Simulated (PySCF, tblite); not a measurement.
Isomers of C8H13Cl, one GFN2-xTB conformer each. Single-point energies are computed at PBE0/pcSseg-1 (PySCF, gas phase, no added dispersion term), electronic only.

```tsv
SMILES	GFN2-xTB relative energy (kcal/mol)
C=C[C@@H]1CCCC[C@@H]1Cl	24.0
C=C1C[C@@]1(CCl)CCC	55.4
C[C@@H]1C[C@H]2C[C@@H]1C[C@@H]2Cl	0.0
C[C@@H]1[C@H]2C[C@@H](C[C@H]1Cl)C2	14.8
C=C=C[C@@H](CCl)CCC	61.8
```

Conformers: `[CH2:1]=[CH:2][C@@H:3]1[CH2:4][CH2:5][CH2:6][CH2:7][C@@H:8]1[Cl:9]` with C1–C2–C3–C4 -121°, C2–C3–C4–C5 178°, C3–C4–C5–C6 59°, C4–C5–C6–C7 -57°, C5–C6–C7–C8 56°; `[CH2:1]=[C:2]1[CH2:3][C@@:4]1([CH2:5][Cl:6])[CH2:7][CH2:8][CH3:9]` with C3–C4–C5–Cl6 76°, C3–C4–C7–C8 143°, C4–C7–C8–C9 -176°; `[CH2:1]=[C:2]=[CH:3][C@@H:4]([CH2:5][Cl:6])[CH2:7][CH2:8][CH3:9]` with C2–C3–C4–C5 110°, C3–C4–C5–Cl6 61°, C3–C4–C7–C8 64°, C4–C7–C8–C9 180°.

Task: What does PBE0/pcSseg-1 give for the same structures?

Result: 
```json
{"SMILES": "C[C@@H]1C[C@H]2C[C@@H]1C[C@@H]2Cl", "PBE0/pcSseg-1 E (Eh)": "-772.29811", "PBE0/pcSseg-1 (kcal/mol)": "0.0", "GFN2-xTB (kcal/mol)": "0.0", "point group": "C1"}
{"SMILES": "C=C[C@@H]1CCCC[C@@H]1Cl", "PBE0/pcSseg-1 E (Eh)": "-772.27932", "PBE0/pcSseg-1 (kcal/mol)": "11.8", "GFN2-xTB (kcal/mol)": "24.0", "point group": "C1"}
{"SMILES": "C[C@@H]1[C@H]2C[C@@H](C[C@H]1Cl)C2", "PBE0/pcSseg-1 E (Eh)": "-772.27306", "PBE0/pcSseg-1 (kcal/mol)": "15.7", "GFN2-xTB (kcal/mol)": "14.8", "point group": "C1"}
{"SMILES": "C=C1C[C@@]1(CCl)CCC", "PBE0/pcSseg-1 E (Eh)": "-772.22689", "PBE0/pcSseg-1 (kcal/mol)": "44.7", "GFN2-xTB (kcal/mol)": "55.4", "point group": "C1"}
{"SMILES": "C=C=C[C@@H](CCl)CCC", "PBE0/pcSseg-1 E (Eh)": "-772.22616", "PBE0/pcSseg-1 (kcal/mol)": "45.1", "GFN2-xTB (kcal/mol)": "61.8", "point group": "C1"}
```

Both levels put the same isomer lowest; measured from each level's own lowest isomer, the values differ by up to 16.7 kcal/mol (C=C=C[C@@H](CCl)CCC: 61.8 against 45.1). As drawn, the highest has cumulated double bonds and a C=C bond outside aromatic rings, which the lowest lacks. Neighbours under 2.5 kcal/mol apart (C=C1C[C@@]1(CCl)CCC and C=C=C[C@@H](CCl)CCC) can change places with a better method, another conformer or zero-point energy.

Task: Which frontier levels, dipoles and rotational constants go with these structures?

Result: 
```tsv
SMILES	HOMO (eV, PBE0/pcSseg-1)	LUMO (eV)	dipole (D)	A, B, C (MHz)
C[C@@H]1C[C@H]2C[C@@H]1C[C@@H]2Cl	-8.07	0.76	2.44	2879, 950.6, 911.3
C=C[C@@H]1CCCC[C@@H]1Cl	-7.52	0.37	1.99	1769, 1195, 880.9
C[C@@H]1[C@H]2C[C@@H](C[C@H]1Cl)C2	-8.01	0.80	2.31	2202, 1166, 904.6
C=C1C[C@@]1(CCl)CCC	-7.73	-0.05	1.92	1350, 1053, 679.7
C=C=C[C@@H](CCl)CCC	-7.44	0.37	2.04	1121, 1007, 582.5
```

Task: What happens when harmonic zero-point energies from GFN2-xTB frequencies are added?

Result: 
```tsv
SMILES	ZPE (kcal/mol)	electronic (kcal/mol)	with ZPE (kcal/mol)
C[C@@H]1C[C@H]2C[C@@H]1C[C@@H]2Cl	121.3	0.0	0.0
C=C[C@@H]1CCCC[C@@H]1Cl	119.5	11.8	10.0
C[C@@H]1[C@H]2C[C@@H](C[C@H]1Cl)C2	120.9	15.7	15.3
C=C1C[C@@]1(CCl)CCC	117.1	44.7	40.5
C=C=C[C@@H](CCl)CCC	116.3	45.1	40.2
```

The zero-point energies span 5.0 kcal/mol. The lowest isomer stays, but the order above it changes.
